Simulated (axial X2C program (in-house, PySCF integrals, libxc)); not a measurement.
Potential curves of BrF, 2c

Computed with an in-house all-electron X2C program for linear molecules (integrals from PySCF). Two-component (2c) means X2C with spin–orbit coupling and atomic mean-field two-electron Coulomb and Gaunt terms. Basis: Br dyall-cv3z [8s9p6d4f1g], F dyall-av3z [7s6p3d2f] (cores contracted in-house); Gaussian nuclei, density fitting, unrestricted open shells. Masses: Br 78.918 u, F 18.998 u.

State: Ω = 0 (closed shell). Energies in kJ/mol from the fragments at the same level (Br + F). Fits are polynomials in 1 − R0/R over 0.85 to 1.23 times the lowest point R0.

```tsv
R (Å)	HF	PBE0	CCSD
1.5312	47.87	-147.29	
1.6016	-3.69	-206.61	-180.50
1.6544	-22.90	-231.78	-206.17
1.7072	-29.69	-244.59	-219.45
1.7600	-26.98	-247.92	-223.27
1.8216	-14.85	-242.82	-218.78
1.8832	4.28	-230.68	-207.35
1.9624	35.80	-208.08	-185.86
2.0592	80.52	-174.12	
2.2000	150.08	-119.93
```

Correlated methods: 14 electrons correlated (number of frozen shells: Br 3 s, 2 p, 1 d; F 1 s), 210 virtual spin orbitals or spinors in MP2, 90 natural virtuals in coupled cluster.

One determinant describes the state; a PBE0 search over occupations chose it and may have missed a lower one. Closed shells are restricted here (equal orbitals for both partners); the stretched side of such a curve lies too high. Dissociation energies refer to the lowest single-determinant-based atoms at the same level and basis. CCSD ran in a truncated set of natural virtual spinors with an MP2 remainder; without triples it tends to underbind. In 2c an atomic determinant is not the ground J level, so De misses part of the atomic spin–orbit lowering. This holds for PBE0. Without a current term, density functionals place determinants with orbital angular momentum somewhat too high. Coupled cluster ran on the points near the minimum only. MP2 and coupled cluster on one determinant become unreliable at the stretched end.

**Question.** Fit the HF curve near its minimum: give the equilibrium distance, the harmonic wavenumber and the well depth.

**Answer.** At HF, 2c: Re = 1.716 Å, ωe ≈ 771 cm⁻¹, De = 0.31 eV to Br + F; Be follows as 0.374 cm⁻¹.

**Question.** Fit the PBE0 curve near its minimum: give the equilibrium distance, the harmonic wavenumber and the well depth.

**Answer.** At PBE0, 2c: Re = 1.756 Å, ωe ≈ 696 cm⁻¹, De = 2.57 eV to Br + F; Be follows as 0.357 cm⁻¹.

**Question.** What are Re, ωe and De at the CCSD level?

**Answer.** At CCSD, 2c: Re = 1.759 Å, ωe ≈ 688 cm⁻¹, De = 2.31 eV to Br + F; Be follows as 0.356 cm⁻¹.
